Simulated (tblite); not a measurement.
Compound: C4H7F2O (charge -1).
Numbering: `[CH3:1][CH2:2][C:3]([F:4])([F:5])[CH2:6][O-:7]` (hydrogens: H8, H9, H10 on C1; H11, H12 on C2; H13, H14 on C6)

Computed with GFN2-xTB (tblite), gas phase: nudged elastic band of 9 images (0 to 8), spring 0.2 eV/Å², climbing image at the end, force threshold 0.05 eV/Å. No saddle search or frequency run followed, so the top image need not be a first-order saddle, and its height can exceed the method's true barrier by a kcal/mol or more.

The band describes a rotation about C2–C3 (chain CH2 carbon, CF2 carbon), followed by the dihedral C1–C2–C3–F5, from the optimised start (-70°) to a second optimised geometry at 53°.

Task: Give the energy profile along the converged band.

Result: 
| image | dihedral (°) | E (eV) | C2–C3 (Å) | C1···F5 (Å) | largest true force (eV/Å) |
| --- | --- | --- | --- | --- | --- |
| 0 | -70 | 0.000 | 1.516 | 3.04 | 0.01 |
| 1 | -53 | 0.015 | 1.516 | 2.89 | 0.04 |
| 2 | -38 | 0.048 | 1.519 | 2.78 | 0.04 |
| 3 | -23 | 0.080 | 1.523 | 2.71 | 0.04 |
| 4 | -8 | 0.089 | 1.525 | 2.67 | 0.04 |
| 5 | 8 | 0.070 | 1.525 | 2.66 | 0.05 |
| 6 | 24 | 0.039 | 1.523 | 2.70 | 0.05 |
| 7 | 40 | 0.018 | 1.520 | 2.77 | 0.04 |
| 8 | 53 | 0.010 | 1.518 | 2.84 | 0.01 |

Barriers of this band. The top is image 4 at -8°: 0.089 eV forward and 0.079 eV back; the end lies 0.010 eV above the start. The central bond is 0.009 Å longer at the top than at the start.

Task: What rate follows at 298 K for crossing this barrier forward?

Result: Taking the electronic barrier for the free energy of activation (no zero-point or entropy terms, transmission 1), rate = (kT/h)·exp(−ΔE/kT) ≈ 2 × 10^11 s⁻¹, whose inverse is 5 × 10^-12 s. An error of 1 kcal/mol in the barrier changes this by a factor of 5, and the method and the loose band can each miss by that much or more. The barrier is only 3.5 kT, where transition-state theory is rough.

Task: How would the two end points share their population at 298 K, from these energies alone?

Result: exp(−ΔE/kT) with ΔE = 0.010 eV gives 0.68 for the higher one (end) against 1 for the lower, without vibrational, rotational or degeneracy terms. GFN2-xTB can put conformers this close in the wrong order.

Task: How long is the path, and how are the images spaced?

Result: Cartesian distances between aligned neighbours (all atoms, Å): 0.70, 0.65, 0.65, 0.65, 0.66, 0.66, 0.66, 0.64; the sum is 5.27 Å, and the top lies 50 % of the way along.

What follows is the cost of the whole band run. Time: 2.5 s wall; peak memory 0.18 GiB. Hardware: Intel Xeon Platinum 8488C, one thread, on a shared host.
